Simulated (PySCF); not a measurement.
## Spinor energies of Pt⁺ (platinum, charge +1)

Start: [Xe] 4f14 5d9; 5d3/2 filled at m_j = -3/2, -1/2, +1/2, +3/2; 5d5/2 filled at m_j = -3/2, -1/2, +1/2, +3/2, +5/2. Calculated with PySCF 2.14 in x2c-TZVPall-2c with one added diffuse shell each of s, p, d type (12s12p11d2f, 117 functions): generalised Hartree-Fock with the X2C-1e Hamiltonian and a Gaussian nucleus; spin-orbit coupling (SO) screened by Boettger's factors. This is a chosen level, not necessarily the ground level.

```csv
spinor shell,electrons,"ε, screened SO (eV)",weight of nominal j (screened SO),"rms radius, screened SO (bohr)"
1s1/2,2,-78811.4,1.000,0.0194
2s1/2,2,-13998.4,1.000,0.0782
2p1/2,2,-13394.0,1.000,0.0663
2p3/2,4,-11659.4,1.000,0.0741
3s1/2,2,-3361.2,1.000,0.200
3p1/2,2,-3090.7,1.000,0.191
3p3/2,4,-2703.5,1.000,0.207
3d3/2,4,-2258.4,1.000,0.182
3d5/2,6,-2175.3,1.000,0.186
4s1/2,2,-764.54,1.000,0.441
4p1/2,2,-648.69,1.000,0.447
4p3/2,4,-555.22,1.000,0.480
4d3/2,4,-365.18,1.000,0.496
4d5/2,6,-347.12,1.000,0.507
5s1/2,2,-128.45,1.000,1.03
4f5/2,6,-101.62,0.999,0.564
4f7/2,8,-98.106,0.999,0.566
5p1/2,2,-89.966,0.999,1.12
5p3/2,4,-73.488,0.999,1.22
5d3/2,4,-21.087,0.967,1.71
5d5/2,5,-19.166,0.943,1.84
```

| quantity | screened SO |
| --- | --- |
| E (hartree) | -18426.36549 |
| M_J | 5/2 |
| ⟨J²⟩ | 10.499 |
| ⟨L²⟩ | 7.063 |
| ⟨S²⟩ | 1.232 |

The determinant has a definite M_J but mixes levels of different J.

Each row is a mean over spinors that exchange with the open shell spreads, by up to 4.222 eV (5p3/2).

Breit and QED terms are absent; they matter most for the inner s and p1/2 levels.

Densities and radii are taken from the X2C orbitals without a picture-change correction, which distorts them close to the nucleus.
